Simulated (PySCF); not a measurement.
## Radial density of P(3+) (phosphorus, charge +3)

UHF, [Ne] 3s2, closed-shell 1S. Computed with PySCF 2.14 in aug-cc-pVDZ-DK, with the spin-free X2C one-electron Hamiltonian (Gaussian nucleus).

```json
{"r (bohr)": "0.00147", "4πr²ρ (e/bohr)": "0.06804"}
{"r (bohr)": "0.00247", "4πr²ρ (e/bohr)": "0.1825"}
{"r (bohr)": "0.00416", "4πr²ρ (e/bohr)": "0.4690"}
{"r (bohr)": "0.00700", "4πr²ρ (e/bohr)": "1.179"}
{"r (bohr)": "0.0118", "4πr²ρ (e/bohr)": "2.819"}
{"r (bohr)": "0.0198", "4πr²ρ (e/bohr)": "6.160"}
{"r (bohr)": "0.0333", "4πr²ρ (e/bohr)": "11.49"}
{"r (bohr)": "0.0560", "4πr²ρ (e/bohr)": "16.49"}
{"r (bohr)": "0.0942", "4πr²ρ (e/bohr)": "15.77"}
{"r (bohr)": "0.159", "4πr²ρ (e/bohr)": "10.95"}
{"r (bohr)": "0.267", "4πr²ρ (e/bohr)": "13.56"}
{"r (bohr)": "0.448", "4πr²ρ (e/bohr)": "14.96"}
{"r (bohr)": "0.754", "4πr²ρ (e/bohr)": "5.344"}
{"r (bohr)": "1.27", "4πr²ρ (e/bohr)": "1.659"}
{"r (bohr)": "2.13", "4πr²ρ (e/bohr)": "0.8487"}
{"r (bohr)": "3.59", "4πr²ρ (e/bohr)": "0.03582"}
{"r (bohr)": "6.04", "4πr²ρ (e/bohr)": "1.463e-05"}
```

Densities and radii are taken from the X2C orbitals without a picture-change correction, which distorts them close to the nucleus.
